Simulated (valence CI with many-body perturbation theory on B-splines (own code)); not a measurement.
E1 line list for Xe²²⁺

Computed by configuration interaction combined with many-body perturbation theory (CI+MBPT): four valence electrons over a frozen Dirac-Fock core [Ar] 3d10, radial functions for each j: 11 s, 11 p, 9 d, 7 f, 5 g, 2 h, 1 i, with the one-electron correlation potential Σ1 (screened to all orders), the two-electron term Σ2, the three-electron term Σ3, Breit, model QED; selected single and double excitations, second order for the rest (own B-spline code, finite nucleus).

No measured levels were compared; by estimate levels hold to about 250 cm⁻¹ or 0.2 % of their energy and the worst to 1 %, as in measured heavy ions of charge 2 to 7; those with d or f electrons hold less well.

Lines 51 to 100 of 222 in falling wavelength, among levels below 1533000 cm⁻¹, chosen from the strongest by gf and those to the six lowest levels. Wavelengths and rates use the calculated energies, so an error of 2000 cm⁻¹ moves a line at 17.64 nm by 0.35 % and its rate by three times that or more. Electric multipoles are in the length gauge, E1 and E2 with the static RPA response of the core. Weak lines are less certain than strong ones. Lines between different terms over intervals too small for the method are left out, as are lines whose strength nearly cancels. Where a level lies close to another of its J and parity, the split of strength between their lines is uncertain. The highest levels of a list are the least certain.

Levels are named by their leading jj configuration (3d3/2^4 stands for four electrons in 3d with j = 3/2), which in mixed levels can hold well under half, so a name can repeat and another be missing. Letters in brackets count levels of one name in rising energy.

| λ vac (nm) | Upper | Lower | A (s⁻¹) | S (a.u.) with core polarisation | S without |
| --- | --- | --- | --- | --- | --- |
| 17.64 | (4s 4p3/2^3) J=2 | (4s^2 4p3/2^2) J=2 | 2.30e+10 | 3.11e-01 | 3.38e-01 |
| 17.53 | (4s 4p1/2 4p3/2 4d5/2) J=3 [c] | (4s^2 4p1/2 4d5/2) J=3 | 4.88e+09 | 9.08e-02 | 9.85e-02 |
| 17.30 | (4s 4p1/2^2 4p3/2) J=1 | (4s^2 4p1/2^2) J=0 | 2.85e+10 | 2.19e-01 | 2.37e-01 |
| 17.30 | (4s 4p1/2 4p3/2^2) J=1 [a] | (4s^2 4p1/2 4p3/2) J=2 | 7.95e+08 | 6.10e-03 | 6.59e-03 |
| 17.29 | (4s 4p3/2^2 4d3/2) J=1 [a] | (4s 4p3/2^3) J=1 | 9.10e+09 | 6.96e-02 | 7.53e-02 |
| 17.28 | (4s 4p1/2 4p3/2 4d3/2) J=2 [d] | (4s^2 4p1/2 4d3/2) J=1 | 1.55e+10 | 1.98e-01 | 2.15e-01 |
| 17.24 | (4s^2 4p1/2 4d3/2) J=1 | (4s^2 4p3/2^2) J=0 | 6.57e+09 | 4.98e-02 | 5.40e-02 |
| 17.17 | (4s 4p1/2 4p3/2^2) J=0 | (4s^2 4p1/2 4p3/2) J=1 | 2.95e+10 | 7.37e-02 | 7.98e-02 |
| 17.16 | (4s 4p1/2 4p3/2^2) J=2 [b] | (4s^2 4p1/2 4p3/2) J=2 | 3.71e+10 | 4.63e-01 | 5.02e-01 |
| 17.11 | (4s 4p1/2 4p3/2 4d3/2) J=3 [b] | (4s^2 4p1/2 4d3/2) J=2 | 1.75e+10 | 3.02e-01 | 3.28e-01 |
| 17.07 | (4s 4p1/2 4p3/2 4d3/2) J=2 [c] | (4s^2 4p1/2 4d3/2) J=2 | 7.45e+09 | 9.15e-02 | 9.90e-02 |
| 17.03 | (4s 4p1/2 4p3/2 4d5/2) J=2 [b] | (4s^2 4p1/2 4d3/2) J=1 | 9.71e+09 | 1.18e-01 | 1.28e-01 |
| 16.99 | (4s 4p1/2 4p3/2 4d5/2) J=3 [e] | (4s^2 4p1/2 4d5/2) J=2 | 7.47e+09 | 1.26e-01 | 1.37e-01 |
| 16.91 | (4s 4p3/2^2 4d3/2) J=1 [a] | (4s^2 4p1/2 4d3/2) J=1 | 1.05e+10 | 7.50e-02 | 8.12e-02 |
| 16.86 | (4s 4p3/2^3) J=1 | (4s^2 4p3/2^2) J=0 | 1.23e+10 | 8.76e-02 | 9.52e-02 |
| 16.81 | (4s 4p1/2 4p3/2 4d5/2) J=1 [c] | (4s^2 4p1/2 4d5/2) J=2 | 2.70e+10 | 1.90e-01 | 2.05e-01 |
| 16.73 | (4s 4p1/2 4p3/2^2) J=1 [a] | (4s^2 4p1/2 4p3/2) J=1 | 3.79e+10 | 2.62e-01 | 2.84e-01 |
| 16.73 | (4s 4p1/2 4p3/2 4d5/2) J=2 [c] | (4s^2 4p1/2 4d5/2) J=2 | 4.98e+09 | 5.75e-02 | 6.21e-02 |
| 16.64 | (4s 4p3/2^2 4d3/2) J=2 [a] | (4s^2 4p1/2 4d5/2) J=2 | 1.32e+10 | 1.50e-01 | 1.62e-01 |
| 16.62 | (4p1/2^2 4p3/2^2) J=0 | (4s 4p1/2^2 4p3/2) J=1 | 4.17e+10 | 9.45e-02 | 1.02e-01 |
| 16.60 | (4s 4p1/2 4p3/2^2) J=2 [b] | (4s^2 4p1/2 4p3/2) J=1 | 6.40e+08 | 7.23e-03 | 7.81e-03 |
| 16.54 | (4s^2 4p1/2 4d5/2) J=3 | (4s^2 4p3/2^2) J=2 | 4.54e+08 | 7.10e-03 | 7.71e-03 |
| 16.52 | (4p1/2 4p3/2^3) J=2 | (4s 4p1/2 4p3/2^2) J=3 | 1.13e+10 | 1.26e-01 | 1.36e-01 |
| 16.46 | (4s 4p1/2 4p3/2 4d3/2) J=1 [c] | (4s 4p3/2^3) J=2 | 1.66e+10 | 1.10e-01 | 1.19e-01 |
| 16.45 | (4s 4p1/2 4p3/2 4d5/2) J=3 [c] | (4s 4p3/2^3) J=2 | 4.19e+09 | 6.44e-02 | 6.98e-02 |
| 16.36 | (4s 4p1/2 4p3/2 4d5/2) J=3 [e] | (4s^2 4p1/2 4d5/2) J=3 | 4.11e+10 | 6.22e-01 | 6.74e-01 |
| 16.12 | (4s 4p1/2 4p3/2 4d5/2) J=2 [c] | (4s^2 4p1/2 4d5/2) J=3 | 5.22e+10 | 5.40e-01 | 5.84e-01 |
| 16.10 | (4p1/2^2 4p3/2^2) J=2 | (4s 4p1/2^2 4p3/2) J=2 | 9.36e+09 | 9.64e-02 | 1.04e-01 |
| 16.04 | (4s 4p3/2^2 4d3/2) J=2 [a] | (4s^2 4p1/2 4d5/2) J=3 | 2.62e+10 | 2.67e-01 | 2.89e-01 |
| 15.98 | (4s 4p1/2 4p3/2^2) J=1 [b] | (4s^2 4p1/2 4p3/2) J=2 | 1.02e+11 | 6.19e-01 | 6.70e-01 |
| 15.96 | (4s^2 4p1/2 4d5/2) J=2 | (4s^2 4p3/2^2) J=2 | 4.63e+09 | 4.64e-02 | 5.02e-02 |
| 15.95 | (4p1/2 4p3/2^3) J=1 | (4s 4p1/2 4p3/2^2) J=2 [a] | 1.64e+10 | 9.84e-02 | 1.07e-01 |
| 15.94 | (4s^2 4p1/2 4d3/2) J=1 | (4s^2 4p3/2^2) J=2 | 1.76e+10 | 1.05e-01 | 1.14e-01 |
| 15.88 | (4s 4p3/2^2 4d3/2) J=2 [b] | (4s^2 4p1/2 4d5/2) J=2 | 2.37e+10 | 2.34e-01 | 2.54e-01 |
| 15.87 | (4s 4p3/2^2 4d3/2) J=1 [b] | (4s^2 4p1/2 4d3/2) J=1 | 9.85e+09 | 5.83e-02 | 6.30e-02 |
| 15.84 | (4s 4p1/2 4p3/2 4d3/2) J=1 [c] | (4s^2 4p1/2 4d3/2) J=2 | 4.70e+10 | 2.77e-01 | 3.00e-01 |
| 15.65 | (4s 4p1/2 4p3/2 4d3/2) J=2 [d] | (4s 4p3/2^3) J=2 | 2.48e+10 | 2.34e-01 | 2.53e-01 |
| 15.62 | (4s 4p3/2^3) J=1 | (4s^2 4p3/2^2) J=2 | 8.41e+10 | 4.75e-01 | 5.14e-01 |
| 15.49 | (4s 4p1/2 4p3/2^2) J=1 [b] | (4s^2 4p1/2 4p3/2) J=1 | 3.26e+10 | 1.80e-01 | 1.95e-01 |
| 15.35 | (4s 4p1/2^2 4d5/2) J=2 | (4s 4p1/2 4p3/2^2) J=3 | 1.09e+10 | 9.74e-02 | 1.05e-01 |
| 15.34 | (4s 4p3/2^2 4d3/2) J=2 [b] | (4s^2 4p1/2 4d5/2) J=3 | 9.88e+09 | 8.80e-02 | 9.53e-02 |
| 15.09 | (4s 4p1/2 4p3/2 4d3/2) J=2 [d] | (4s^2 4p1/2 4d3/2) J=2 | 1.53e+10 | 1.30e-01 | 1.41e-01 |
| 14.93 | (4p1/2 4p3/2^3) J=1 | (4s 4p1/2^2 4p3/2) J=1 | 1.10e+10 | 5.43e-02 | 5.88e-02 |
| 14.87 | (4s^2 4p1/2 4d3/2) J=2 | (4s^2 4p1/2 4p3/2) J=2 | 7.96e+09 | 6.47e-02 | 6.96e-02 |
| 14.86 | (4s 4p1/2 4p3/2 4d3/2) J=1 [a] | (4s 4p1/2 4p3/2^2) J=2 [a] | 1.38e+10 | 6.68e-02 | 7.20e-02 |
| 14.78 | (4s 4p1/2 4p3/2 4d5/2) J=1 [a] | (4s 4p1/2 4p3/2^2) J=2 [b] | 2.95e+10 | 1.41e-01 | 1.52e-01 |
| 14.75 | (4s 4p1/2 4p3/2 4d3/2) J=1 [c] | (4s 4p1/2 4p3/2^2) J=1 [b] | 1.77e+10 | 8.43e-02 | 9.07e-02 |
| 14.56 | (4s 4p1/2^2 4d3/2) J=1 | (4s 4p1/2^2 4p3/2) J=2 | 1.31e+09 | 6.00e-03 | 6.45e-03 |
| 14.45 | (4s^2 4p1/2 4d3/2) J=2 | (4s^2 4p1/2 4p3/2) J=1 | 2.99e+07 | 2.22e-04 | 2.34e-04 |
| 14.37 | (4s 4p3/2^3) J=2 | (4s^2 4p1/2 4p3/2) J=2 | 2.07e+10 | 1.52e-01 | 1.64e-01 |
